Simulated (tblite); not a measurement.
C3H7F2NSi2.
Numbering: `[CH:1]#[C:2][C:3]([F:4])([F:5])[SiH2:6][SiH2:7][NH2:8]` (hydrogens: H9 on C1; H10, H11 on Si6; H12, H13 on Si7; H14, H15 on N8)

Computed with GFN2-xTB (tblite), gas phase: L-BFGS steps from a force-field or distance-geometry start until the largest atomic force falls under 0.01 eV/Å.

Step 52: E = -701.0902 eV
```
atom  x, y, z in Å  |  force x, y, z in eV/Å
C1      3.8685   -0.3643   -0.1471   -0.012  -0.001   0.010
C2      2.7850   -0.2527    0.3510    0.032   0.008  -0.007
C3      1.4607   -0.1185    0.8997   -0.019  -0.009   0.004
F4      1.3725    1.0144    1.6820    0.012   0.001  -0.002
F5      1.1920   -1.1558    1.7692    0.008  -0.011   0.020
Si6     0.0417   -0.0618   -0.4363   -0.004   0.011   0.008
Si7    -1.9051    0.1347    0.7978    0.017  -0.025  -0.011
N8     -3.1336    0.2268   -0.4094    0.003  -0.015  -0.007
H9      4.8171   -0.4640   -0.5825    0.023   0.000  -0.009
H10     0.3043   -1.2757   -1.2227   -0.016   0.020   0.015
H11     0.4698    1.0598   -1.2888   -0.011  -0.003  -0.005
H12    -2.2514   -1.0669    1.5621   -0.009  -0.001   0.009
H13    -1.8767    1.2698    1.7406    0.013   0.003  -0.004
H14    -3.0533    0.8976   -1.1549   -0.003   0.029  -0.028
H15    -4.0958    0.1647   -0.1222   -0.035  -0.006   0.008
```

Step 53: E = -701.0904 eV
```
atom  x, y, z in Å  |  force x, y, z in eV/Å
C1      3.8686   -0.3644   -0.1499    0.024  -0.006  -0.008
C2      2.7870   -0.2533    0.3515   -0.016   0.018   0.002
C3      1.4628   -0.1187    0.9019   -0.002  -0.011   0.003
F4      1.3762    1.0154    1.6830    0.010  -0.010   0.000
F5      1.1972   -1.1563    1.7719   -0.001   0.002   0.019
Si6     0.0422   -0.0614   -0.4328   -0.005   0.006   0.021
Si7    -1.9071    0.1338    0.7972    0.011  -0.020   0.007
N8     -3.1342    0.2255   -0.4116    0.005  -0.013  -0.002
H9      4.8159   -0.4644   -0.5885    0.020   0.000  -0.005
H10     0.3052   -1.2742   -1.2194   -0.014   0.009   0.007
H11     0.4685    1.0608   -1.2843   -0.006   0.004  -0.010
H12    -2.2588   -1.0672    1.5610   -0.002   0.006   0.006
H13    -1.8793    1.2699    1.7405    0.012  -0.010  -0.014
H14    -3.0519    0.8954   -1.1577   -0.003   0.032  -0.032
H15    -4.0966    0.1671   -0.1243   -0.034  -0.008   0.007
```

Step 54: E = -701.0906 eV
```
atom  x, y, z in Å  |  force x, y, z in eV/Å
C1      3.8693   -0.3646   -0.1517    0.035  -0.007  -0.014
C2      2.7887   -0.2535    0.3518   -0.030   0.018  -0.001
C3      1.4645   -0.1191    0.9033    0.015  -0.010   0.003
F4      1.3793    1.0159    1.6835    0.006  -0.017   0.003
F5      1.2015   -1.1567    1.7744   -0.007   0.012   0.016
Si6     0.0426   -0.0611   -0.4302   -0.004   0.003   0.024
Si7    -1.9083    0.1325    0.7963   -0.003  -0.010   0.015
N8     -3.1348    0.2244   -0.4136   -0.003  -0.001  -0.002
H9      4.8162   -0.4648   -0.5919    0.011   0.001   0.001
H10     0.3050   -1.2732   -1.2171   -0.011   0.001   0.001
H11     0.4669    1.0618   -1.2813   -0.002   0.008  -0.011
H12    -2.2645   -1.0675    1.5600    0.004   0.009   0.005
H13    -1.8812    1.2700    1.7388    0.012  -0.019  -0.019
H14    -3.0522    0.8951   -1.1595   -0.004   0.019  -0.018
H15    -4.0973    0.1686   -0.1243   -0.017  -0.007  -0.003
```

Step 55: E = -701.0907 eV
```
atom  x, y, z in Å  |  force x, y, z in eV/Å
C1      3.8724   -0.3648   -0.1492    0.056  -0.009  -0.023
C2      2.7906   -0.2536    0.3512   -0.055   0.015   0.007
C3      1.4658   -0.1202    0.9021    0.022  -0.005   0.003
F4      1.3809    1.0156    1.6812    0.001  -0.018   0.008
F5      1.2042   -1.1575    1.7740   -0.009   0.018   0.011
Si6     0.0428   -0.0614   -0.4305   -0.001   0.001   0.018
Si7    -1.9087    0.1314    0.7941   -0.012   0.000   0.016
N8     -3.1377    0.2242   -0.4139   -0.007   0.009  -0.002
H9      4.8205   -0.4644   -0.5870    0.009   0.001   0.000
H10     0.3045   -1.2730   -1.2179   -0.009  -0.004  -0.002
H11     0.4653    1.0618   -1.2822   -0.001   0.006  -0.007
H12    -2.2673   -1.0668    1.5590    0.006   0.007   0.006
H13    -1.8799    1.2705    1.7349    0.011  -0.021  -0.017
H14    -3.0587    0.8986   -1.1573   -0.004   0.006  -0.005
H15    -4.0991    0.1676   -0.1200   -0.006  -0.006  -0.011
```

Q: Estimate the geometry and energy of step 56. (The exact step hangs on the optimiser's Hessian estimate; all steps are aligned on step 55, rigid shifts and turns removed.)

A: E = -701.0909 eV, largest force 0.031 eV/Å
```
atom  x, y, z in Å  |  force x, y, z in eV/Å
C1      3.8744   -0.3651   -0.1480    0.029  -0.005  -0.010
C2      2.7915   -0.2534    0.3507   -0.020   0.005  -0.008
C3      1.4666   -0.1210    0.9015    0.019   0.000   0.002
F4      1.3819    1.0151    1.6801   -0.001  -0.013   0.012
F5      1.2055   -1.1577    1.7742   -0.008   0.017   0.007
Si6     0.0428   -0.0615   -0.4302    0.000   0.000   0.006
Si7    -1.9092    0.1306    0.7931   -0.016   0.005   0.003
N8     -3.1394    0.2242   -0.4142   -0.015   0.018  -0.002
H9      4.8233   -0.4642   -0.5844    0.003   0.002   0.002
H10     0.3039   -1.2728   -1.2183   -0.009  -0.003  -0.001
H11     0.4644    1.0620   -1.2829   -0.001   0.000   0.000
H12    -2.2685   -1.0665    1.5588    0.005   0.002   0.007
H13    -1.8788    1.2704    1.7323    0.009  -0.015  -0.010
H14    -3.0625    0.9010   -1.1564   -0.004  -0.008   0.012
H15    -4.1004    0.1669   -0.1178    0.009  -0.004  -0.020
```

The energy changes by -0.0001 eV. The first-order estimate −F·Δx gives -0.0002 eV and the mean of the old and new forces, exact on a quadratic surface, -0.0001 eV. The step makes an angle of 80° with the force vector and moves no atom by more than 0.005 Å.

What follows is the cost of the whole relaxation. Time: 0.43 s. Hardware: one thread, Arm Neoverse V2 (aarch64) (shared host).
